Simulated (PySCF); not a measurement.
C2H6AlF, triplet, at a GFN2-xTB geometry (such geometries of metal compounds can be far from the true shape) (a higher spin typed on purpose: for a closed-shell molecule this is an excited state), with bond 3-2 at 1.8 times its length; CASSCF(4,6)/STO-3G in PySCF.

PySCF was given this input:
```python
from pyscf import gto, scf, mcscf
import numpy

mol = gto.Mole()
mol.atom = '''
    Al   -0.458079   -0.244740   -0.508913
    C     1.696030   -0.320001   -0.400343
    H     2.304129   -2.117471    0.042925
    H     2.078922    0.417593    0.296125
    H     1.964489   -0.056772   -1.418724
    C    -0.322960   -0.695152    1.597389
    H    -1.370593   -0.676469    1.881245
    H     0.227980    0.073667    2.127578
    H     0.105641   -1.676881    1.753837
    F    -0.813744    1.390000   -0.561376
'''
mol.basis = 'sto-3g'
mol.charge = 0
mol.spin = 2
mol.verbose = 4
mol.build()

mf = scf.ROHF(mol)
mf.kernel()
mc = mcscf.CASSCF(mf, 6, 4)
mc.fix_spin_(ss=2.0)
mc.kernel()
occ = numpy.linalg.eigvalsh(mc.fcisolver.make_rdm1(mc.ci, mc.ncas, mc.nelecas))[::-1]
ss = mc.fcisolver.spin_square(mc.ci, mc.ncas, mc.nelecas)[0]
print('natural occupations', occ.round(4), ' <S^2>', round(ss, 4))
```

The log (banner, timings and long lists left out):

```
PySCF version 2.14.0

[INPUT] verbose = 4
[INPUT] num. atoms = 10
[INPUT] num. electrons = 40
[INPUT] charge = 0
[INPUT] spin (= nelec alpha-beta = 2S) = 2
[INPUT] symmetry False subgroup None
[INPUT] Mole.unit = angstrom
[INPUT] Symbol           X                Y                Z      unit          X                Y                Z       unit  Magmom
[...]
nuclear repulsion = 148.703995424118
number of shells = 20
number of NR pGTOs = 90
number of NR cGTOs = 30
basis = sto-3g
ecp = {}

******** <class 'pyscf.scf.rohf.ROHF'> ********
method = ROHF
initial guess = minao
damping factor = 0
level_shift factor = 0
DIIS = <class 'pyscf.scf.diis.CDIIS'>
diis_start_cycle = 1
diis_space = 8
diis_damp = 0
SCF conv_tol = 1e-09
SCF conv_tol_grad = None
SCF max_cycles = 50
direct_scf = True
direct_scf_tol = 1e-13
num. doubly occ = 19  num. singly occ = 2
Set gradient conv threshold to 3.16228e-05
init E= -414.521661032966
[...]
cycle= 1 E= -414.913507419674  delta_E= -0.392  |g|= 0.347  |ddm|= 2.47
[...]
cycle= 2 E= -414.959143634876  delta_E= -0.0456  |g|= 0.258  |ddm|= 0.996
[...]
cycle= 3 E= -415.011192455502  delta_E= -0.052  |g|= 0.0805  |ddm|= 0.486
[...]
cycle= 4 E= -415.018095504898  delta_E= -0.0069  |g|= 0.0377  |ddm|= 0.214
[...]
cycle= 5 E= -415.019233027015  delta_E= -0.00114  |g|= 0.0179  |ddm|= 0.0769
[...]
cycle= 6 E= -415.019524989929  delta_E= -0.000292  |g|= 0.00969  |ddm|= 0.0367
[...]
cycle= 7 E= -415.019643150518  delta_E= -0.000118  |g|= 0.00425  |ddm|= 0.023
[...]
cycle= 8 E= -415.019727922065  delta_E= -8.48e-05  |g|= 0.00536  |ddm|= 0.0219
[...]
cycle= 9 E= -415.019731863204  delta_E= -3.94e-06  |g|= 0.00536  |ddm|= 0.000945
[...]
cycle= 10 E= -415.019629111334  delta_E= 0.000103  |g|= 0.00517  |ddm|= 0.0253
[...]
cycle= 11 E= -415.017655240433  delta_E= 0.00197  |g|= 0.0248  |ddm|= 0.407
[...]
cycle= 12 E= -415.018488913745  delta_E= -0.000834  |g|= 0.0138  |ddm|= 0.114
[...]
cycle= 13 E= -415.019167021261  delta_E= -0.000678  |g|= 0.0033  |ddm|= 0.17
[...]
cycle= 14 E= -415.019148803217  delta_E= 1.82e-05  |g|= 0.00339  |ddm|= 0.00561
[...]
cycle= 15 E= -415.019053717924  delta_E= 9.51e-05  |g|= 0.00371  |ddm|= 0.029
[...]
cycle= 16 E= -415.018568952672  delta_E= 0.000485  |g|= 0.00639  |ddm|= 0.136
[...]
cycle= 17 E= -415.019132826675  delta_E= -0.000564  |g|= 0.00371  |ddm|= 0.163
[...]
cycle= 18 E= -415.017460982833  delta_E= 0.00167  |g|= 0.0143  |ddm|= 0.329
[...]
cycle= 19 E= -415.018957462405  delta_E= -0.0015  |g|= 0.00385  |ddm|= 0.275
[...]
cycle= 20 E= -415.017635908161  delta_E= 0.00132  |g|= 0.0107  |ddm|= 0.259
[...]
cycle= 21 E= -415.01862833652  delta_E= -0.000992  |g|= 0.00447  |ddm|= 0.165
[...]
cycle= 22 E= -415.018488469195  delta_E= 0.00014  |g|= 0.00524  |ddm|= 0.0325
[...]
cycle= 23 E= -415.01835343096  delta_E= 0.000135  |g|= 0.00591  |ddm|= 0.028
[...]
cycle= 24 E= -415.018436683555  delta_E= -8.33e-05  |g|= 0.00545  |ddm|= 0.0167
[...]
cycle= 25 E= -415.018425501027  delta_E= 1.12e-05  |g|= 0.00553  |ddm|= 0.00232
[...]
cycle= 26 E= -415.018801937879  delta_E= -0.000376  |g|= 0.00404  |ddm|= 0.0937
[...]
cycle= 27 E= -415.019465870498  delta_E= -0.000664  |g|= 0.00648  |ddm|= 0.205
[...]
cycle= 28 E= -415.018005822705  delta_E= 0.00146  |g|= 0.00896  |ddm|= 0.369
[...]
cycle= 29 E= -415.018427871611  delta_E= -0.000422  |g|= 0.00586  |ddm|= 0.0719
[...]
cycle= 30 E= -415.017981221758  delta_E= 0.000447  |g|= 0.00869  |ddm|= 0.0756
[...]
cycle= 31 E= -415.018185098319  delta_E= -0.000204  |g|= 0.00724  |ddm|= 0.031
[...]
cycle= 32 E= -415.018165295712  delta_E= 1.98e-05  |g|= 0.0074  |ddm|= 0.00312
[...]
cycle= 33 E= -415.018104298119  delta_E= 6.1e-05  |g|= 0.00776  |ddm|= 0.0098
[...]
cycle= 34 E= -415.017868230001  delta_E= 0.000236  |g|= 0.0096  |ddm|= 0.033
[...]
cycle= 35 E= -415.017417645403  delta_E= 0.000451  |g|= 0.0125  |ddm|= 0.0505
[...]
cycle= 36 E= -415.01936509134  delta_E= -0.00195  |g|= 0.00673  |ddm|= 0.412
[...]
cycle= 37 E= -415.017877983976  delta_E= 0.00149  |g|= 0.00901  |ddm|= 0.362
[...]
cycle= 38 E= -415.017217339101  delta_E= 0.000661  |g|= 0.0131  |ddm|= 0.0707
[...]
cycle= 39 E= -415.017182487752  delta_E= 3.49e-05  |g|= 0.0133  |ddm|= 0.00313
[...]
cycle= 40 E= -415.017344864168  delta_E= -0.000162  |g|= 0.0122  |ddm|= 0.015
[...]
cycle= 41 E= -415.017677739603  delta_E= -0.000333  |g|= 0.00971  |ddm|= 0.034
[...]
cycle= 42 E= -415.01593277371  delta_E= 0.00174  |g|= 0.0207  |ddm|= 0.135
[...]
cycle= 43 E= -415.01667752081  delta_E= -0.000745  |g|= 0.0161  |ddm|= 0.0467
[...]
cycle= 44 E= -415.017514112494  delta_E= -0.000837  |g|= 0.0106  |ddm|= 0.0705
[...]
cycle= 45 E= -415.019083610555  delta_E= -0.00157  |g|= 0.00698  |ddm|= 0.323
[...]
cycle= 46 E= -415.013653561557  delta_E= 0.00543  |g|= 0.0298  |ddm|= 0.536
[...]
cycle= 47 E= -415.015429808784  delta_E= -0.00178  |g|= 0.0205  |ddm|= 0.0742
[...]
cycle= 48 E= -415.017857677127  delta_E= -0.00243  |g|= 0.00801  |ddm|= 0.186
[...]
cycle= 49 E= -415.017947841462  delta_E= -9.02e-05  |g|= 0.0076  |ddm|= 0.0123
[...]
cycle= 50 E= -415.013822105146  delta_E= 0.00413  |g|= 0.0296  |ddm|= 0.265
SCF not converged.
SCF energy = -415.013822105146

******** <class 'pyscf.mcscf.mc1step.CASSCF'> ********
CAS (3e+1e, 6o), ncore = 18, nvir = 6
max_cycle_macro = 50
max_cycle_micro = 4
conv_tol = 1e-07
conv_tol_grad = None
orbital rotation max_stepsize = 0.02
orbital rotation threshold for CI restart = 0.01
augmented hessian ah_max_cycle = 30
augmented hessian ah_conv_tol = 1e-12
augmented hessian ah_linear dependence = 1e-14
augmented hessian ah_level shift = 1e-08
augmented hessian ah_start_tol = 2.5
augmented hessian ah_start_cycle = 3
augmented hessian ah_grad_trust_region = 3
kf_trust_region = 3
kf_interval = 4
ci_response_space = 4
ci_grad_trust_region = 3
with_dep4 0
natorb = False
canonicalization = True
sorting_mo_energy = False
ao2mo_level = 2
internal_rotation = False
******** <class 'pyscf.fci.addons.SpinPenaltyFCISolver'> ********
max. cycles = 50
conv_tol = 1e-08
davidson only = True
linear dependence = 1e-12
level shift = 0.001
max iter space = 12
nroots = 1
pspace_size = 400
spin = None
CASCI E = -415.028726183833  S^2 = 2.0000000
Set conv_tol_grad to 0.000316228
macro iter   1 ( 21 JK    4 micro), CASSCF E = -415.052394791719  dE = -2.36686079e-02  S^2 = 2.0000000
               |grad[o]|=0.0519  |grad[c]|=0.0296  |ddm|=0.209  |maxRot[o]|=0.311
macro iter   2 ( 21 JK    4 micro), CASSCF E = -415.091393166106  dE = -3.89983744e-02  S^2 = 2.0000000
               |grad[o]|=0.0621  |grad[c]|=0.035  |ddm|=0.195  |maxRot[o]|=0.313
macro iter   3 ( 19 JK    4 micro), CASSCF E = -415.105942532051  dE = -1.45493659e-02  S^2 = 2.0000000
               |grad[o]|=0.0544  |grad[c]|=0.0252  |ddm|=0.0542  |maxRot[o]|=0.182
macro iter   4 ( 15 JK    4 micro), CASSCF E = -415.108328416350  dE = -2.38588430e-03  S^2 = 2.0000000
               |grad[o]|=0.0213  |grad[c]|=0.0049  |ddm|=0.0235  |maxRot[o]|=0.103
macro iter   5 ( 10 JK    4 micro), CASSCF E = -415.108478715805  dE = -1.50299455e-04  S^2 = 2.0000000
               |grad[o]|=0.00426  |grad[c]|=0.00189  |ddm|=0.0202  |maxRot[o]|=0.0403
macro iter   6 ( 12 JK    4 micro), CASSCF E = -415.108489884853  dE = -1.11690477e-05  S^2 = 2.0000000
               |grad[o]|=0.00117  |grad[c]|=0.000596  |ddm|=0.00665  |maxRot[o]|=0.0333
macro iter   7 ( 12 JK    3 micro), CASSCF E = -415.108490555616  dE = -6.70763086e-07  S^2 = 2.0000000
               |grad[o]|=0.000262  |grad[c]|=0.000222  |ddm|=0.00111  |maxRot[o]|=0.00954
macro iter   8 (  4 JK    1 micro), CASSCF E = -415.108490624699  dE = -6.90833986e-08  S^2 = 2.0000000
               |grad[o]|=0.000105  |grad[c]|=0.000126  |ddm|=0.000248  |maxRot[o]|=0.00191
1-step CASSCF converged in   8 macro (114 JK  28 micro) steps
CASSCF canonicalization
Density matrix diagonal elements [1.66164882 1.04790827 0.9916345  0.28988696 0.00468889 0.00423256]
CASSCF energy = -415.108490624699
CASCI E = -415.108490624699  E(CI) = -3.07699297734325  S^2 = 2.0000000
natural occupations [1.7106e+00 1.0052e+00 9.9270e-01 2.8970e-01 1.4000e-03 4.0000e-04]  <S^2> 2.0
```

The run did not converge; its last values are not results.
